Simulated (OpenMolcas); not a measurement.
**Rh2+: terms and fine structure**

```
Program             : OpenMolcas
Method              : CASSCF
Basis               : ANO-RCC-VTZP [7s6p4d2f1g]
Scalar Hamiltonian  : DKH2, point nucleus
Active space        : 7 electrons in 6 orbitals (4d 5s)
State averaging     : 2S+1 = 6 even, 6 roots (5 in the spin-orbit step); 2S+1 = 4 even, 60 roots; 2S+1 = 2 even, 110 roots
Spin-orbit coupling : state interaction with AMFI integrals over the reference wave functions, term energies averaged over their components
```

With spin-orbit coupling, above the lowest level:

```
Configuration   Term     J  E (cm-1)  Measured (cm-1)      g  Term weight %          Second
          4d7     4F   9/2       0.0              0.0  1.329             98            2 2G
          4d7     4F   7/2      2215             2148  1.237             99                
          4d7     4F   5/2      3638             3486  1.031             99                
          4d7     4F   3/2      4537             4322  0.409             98         2 2D(1)
          4d7     2G   9/2     13897                   1.098             89            9 2H
          4d7     4P   3/2     14602            10997  1.591             67           30 2P
          4d7     4P   5/2     14940            11062  1.589             97         3 2D(1)
          4d7     2G   7/2     15989                   0.892             99                
          4d7     4P   1/2     16331                   2.402             87           13 2P
          4d7     2P   3/2     19109                   1.289             42           29 4P
          4d7     2H  11/2     19214                   1.091            100                
          4d7  2D(1)   5/2     20760                   1.209             96            3 4P
          4d7     2P   1/2     21155                   0.935             87           13 4P
          4d7     2H   9/2     21320                   0.927             91            9 2G
          4d7  2D(1)   3/2     24403                   0.979             67           27 2P
          4d7     2F   5/2     32584                   0.861             99                
          4d7     2F   7/2     33596                   1.142             99                
       4d6 5s     6D   9/2     36823            43022  1.555             99                
       4d6 5s     6D   7/2     38148            44394  1.587             99                
       4d6 5s     6D   5/2     39045            45278  1.657             99                
       4d6 5s     6D   3/2     39651            45877  1.866             99                
       4d6 5s     6D   1/2     40005                   3.328             99                
       4d6 5s  4D(1)   7/2     50702                   1.425             98                
       4d6 5s  4D(1)   5/2     52132                   1.369             97                
          4d7  2D(2)   3/2     52248                   0.808             97  2 4d6 5s 4D(1)
       4d6 5s  4D(1)   3/2     53093                   1.192             96     2 4d7 2D(2)
          4d7  2D(2)   5/2     53241                   1.200             98                
       4d6 5s  4D(1)   1/2     53616                   0.012             98                
       4d6 5s     4H  13/2     59339                   1.229             99                
       4d6 5s     4H  11/2     59626                   1.144             91            9 4G
       4d6 5s     4H   9/2     59796                   1.023             79           13 4G
       4d6 5s     4H   7/2     60174                   0.723             84            8 4G
       4d6 5s  4P(1)   5/2     60899                   1.593             96                
       4d6 5s  4F(1)   9/2     61960                   1.258             72           15 4H
       4d6 5s  4F(1)   7/2     62529                   1.151             76           14 4G
       4d6 5s  4F(1)   5/2     62917                   0.965             84           15 4G
       4d6 5s  4F(1)   3/2     63397                   0.415             98                
       4d6 5s  4P(1)   3/2     63903                   1.687             90            6 2P
       4d6 5s     4G  11/2     64208                   1.253             88            8 4H
       4d6 5s     4G   9/2     65697                   1.185             78        15 4F(1)
```

Against the 9 measured excited levels shown (the list in Shadmi, J. Res. Natl. Bur. Stand. 70A, 435 (1966)) the mean absolute deviation is 3600 cm-1; the largest miss in energy is 4d6 5s 6D 7/2: computed 38148, measured 44394 cm-1 (-14.1 %), and the largest in proportion 4d7 4P 5/2 (+35.1 %).

Spin-orbit coupling puts the lowest level 2310 cm-1 below the lowest spin-free term.

For 4F the intervals divided by the larger J are -359.8, -406.5, -492.1 cm-1. Landé's interval rule makes them equal in pure LS coupling; they differ by 32 % of their mean. The multiplet is inverted.

Some high roots are left out of the spin-orbit mixing, which shifts the levels that they would mix with. Without dynamic correlation excited terms often stand tens of per cent too high (terms of higher spin than the ground term too low), and those without a measured partner can miss by more than the paired ones. A single d shell beside an s shell can misplace configurations of different d count against each other. Measured partners are found by configuration, term and J. A level has none where our copy of the source lacks it or the pairing is in doubt (some pairs that miss far off the trend of their configuration count as doubtful), and it then counts in no deviation. Levels of configurations outside the active space are missing. The first state left out of the spin-orbit step lies near 95000 cm-1 above the lowest spin-free state of the reference (among the parities and spins computed), and the list stops at four fifths of that energy or lower. The table shows the lowest 40 of 57 levels.

The term weight is that of the spin-free term in the level, not the purity of its configuration. A number in round brackets counts repeated terms of one configuration in the order of the reference energies.
